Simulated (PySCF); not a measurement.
Gas-phase reaction: SO3 + 3 F2 → SF6 + O3

Computed with PySCF and rigid-rotor harmonic-oscillator thermochemistry at 1 bar. 'Table' is the NASA 1993 thermochemical table (part measured, part estimated). After a fit of one offset per element over all species, the range-separated, M06-2X, PBE0/def2-QZVP and CCSD(T)/def2-TZVPP enthalpies, where run, lie to one side of the table for O3 (+19 kJ/mol): a fault of the table's entry, another state or a shared error of the levels is possible; this was not checked at source. † marks an energy on the PBE0/def2-TZVP geometry and frequencies. CCSD(T) freezes the core. All species are closed-shell singlets. B3LYP is the form with VWN-RPA correlation. CCSD(T) isn't extrapolated to the basis-set limit; its ΔH°(298 K) is -658.5 kJ in def2-SVP and -665.3 kJ in def2-TZVPP. The harmonic model lacks anharmonicity and excited electronic states, which grow with temperature; levels with a mode under 35 cm⁻¹ are left out. Strong static correlation: O3. Warning, large T1 diagnostic: O3 (CCSD(T)/def2-TZVPP†).

log10 K (1 bar standard state):

```json
[
 {"T (K)": "500", "table": "53.9", "B3LYP/def2-TZVP†": "48.5", "BLYP/def2-TZVP†": "43.9", "CCSD(T)/def2-TZVPP†": "52.1"},
 {"T (K)": "800", "table": "27.2", "B3LYP/def2-TZVP†": "23.9", "BLYP/def2-TZVP†": "21.1", "CCSD(T)/def2-TZVPP†": "26.2"},
 {"T (K)": "1600", "table": "5.2", "B3LYP/def2-TZVP†": "3.7", "BLYP/def2-TZVP†": "2.3", "CCSD(T)/def2-TZVPP†": "4.8"},
 {"T (K)": "1800", "table": "2.8", "B3LYP/def2-TZVP†": "1.5", "BLYP/def2-TZVP†": "0.2", "CCSD(T)/def2-TZVPP†": "2.5"},
 {"T (K)": "2500", "table": "-2.5", "B3LYP/def2-TZVP†": "-3.4", "BLYP/def2-TZVP†": "-4.3", "CCSD(T)/def2-TZVPP†": "-2.6"}
]
```
Ten kJ in ΔG° is worth 1.04 decades in K at 500 K and 0.21 at 2500 K.
